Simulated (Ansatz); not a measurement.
Ansatz (a first-principles code) input:

Ansatz 0.2 input:
```yaml
crystal:
  periodic: [false, false, false]
  atoms:
    - {symbol: W, position_ang: [0.00265097, 0.00307094, -0.12018062]}
    - {symbol: F, position_ang: [1.78062760, 0.02065699, 0.53444417]}
    - {symbol: F, position_ang: [-1.80242446, -0.04590694, 0.45370758]}
basis:
  gaussian:
    orbitals: def2-TZVPP
hamiltonian:
  xc: pbe
magnetization: {spin_polarized: true, initial_magnetization: 4}
correlation: {method: rpa, electrons: outside_noble_gas}
```

Problem. What final total energy does it print?

Solution. -266.36070 Eh (RPA@PBE/def2-TZVPP). The basis has 118 functions.

The spin state was set by rule; other spins were not relaxed.
